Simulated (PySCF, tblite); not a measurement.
A database entry of computed molecular properties. Lists by class give the value and the number of equivalent atoms.

```json
{
 "formula": "C5H7NSSi",
 "smiles": "S[SiH2]c1ccccn1",
 "charge": 0,
 "multiplicity": 1,
 "geometry_level": "GFN2-xTB",
 "atoms_angstrom": [
  ["S", 3.294, 1.113, -0.374],
  ["Si", 2.225, -0.732, -0.352],
  ["C", 0.405, -0.244, -0.179],
  ["C", -0.616, -1.185, -0.129],
  ["C", -1.926, -0.757, -0.001],
  ["C", -2.178, 0.605, 0.071],
  ["C", -1.098, 1.472, 0.013],
  ["N", 0.151, 1.06, -0.106],
  ["H", 2.185, 1.835, -0.251],
  ["H", 2.441, -1.448, -1.606],
  ["H", 2.645, -1.535, 0.793],
  ["H", -0.377, -2.236, -0.19],
  ["H", -2.738, -1.469, 0.041],
  ["H", -3.183, 0.984, 0.171],
  ["H", -1.233, 2.545, 0.064]
 ],
 "electronic_structure_code": "PySCF",
 "results": {
  "GFN2-xTB geometry": {
   "point_group": "Cs",
   "rotational_constants_GHz": [3.555, 0.874, 0.707]
  },
  "PBE0/def2-SVPD ground state and vertical TDDFT (core frozen in the response)": {
   "dipole_D": 4.31,
   "homo_eV": -6.99,
   "lumo_eV": -1.32,
   "S1_eV": 4.66,
   "strongest_line_of_8_singlets_eV": 6.24,
   "T1_tda_eV": 4.01,
   "polarisability_au": 110.0,
   "r2_bohr2_about_centre_of_nuclear_charge": 1538.0,
   "singlets_eV_and_f": [
    [4.66, 0.003],
    [4.77, 0.005],
    [4.95, 0.0],
    [5.13, 0.01],
    [5.58, 0.061],
    [5.93, 0.022],
    [6.23, 0.003],
    [6.24, 0.1]
   ],
   "triplets_tda_eV": [4.01, 4.19, 4.6]
  },
  "PBE0/pcSseg-1 ground state and GIAO shieldings, non-relativistic": {
   "shift_vs_computed_TMS_C_by_class_ppm": [
    [160.1, 1],
    [155.2, 1],
    [140.7, 1],
    [137.1, 1],
    [129.1, 1]
   ],
   "shift_vs_computed_TMS_H_by_class_ppm": [
    [9.12, 1],
    [7.97, 1],
    [7.83, 1],
    [7.48, 1],
    [5.39, 2],
    [3.31, 1]
   ],
   "shielding_other_nuclei_by_class_ppm": [
    ["N", -100.8, 1],
    ["Si", 386.4, 1],
    ["S", 833.0, 1]
   ],
   "charges_hirshfeld_e_by_atom": [-0.17, 0.31, -0.03, -0.05, -0.02, -0.04, 0.02, -0.13, 0.04, -0.08, -0.08, 0.06, 0.06, 0.06, 0.06]
  },
  "GFN2-xTB harmonic vibrations, gas phase": {
   "strongest_ir_bands_cm-1_km_per_mol_modes": [
    [498.5, 85.4, 1],
    [651.9, 154.2, 1],
    [774.1, 332.4, 1],
    [782.6, 225.2, 1],
    [2276.9, 345.7, 1],
    [2297.8, 128.8, 1]
   ],
   "zpe_kcal_per_mol": 63.7
  }
 }
}
```

The zero-point energy, half the sum of the 39 harmonic wavenumbers, equals 22270 cm⁻¹ or 266 kJ/mol. In atomic units the dipole is 1.70 e·bohr (1 au = 2.5417 D). S1 lies 1.01 eV below the HOMO–LUMO gap; its leading configuration is HOMO−1→LUMO, weight 0.99.

For the NMR shielding job (PBE0/pcSseg-1), the run took 31 s wall on one thread of an Arm Neoverse V1, on a shared host, and the process peaked at 0.83 GiB of memory.

The values belong to the conformer `[SH:1][SiH2:2][c:3]1[cH:4][cH:5][cH:6][cH:7][n:8]1`: S1–Si2–C3–C4 180°, H–S1–Si2–C3 0°.
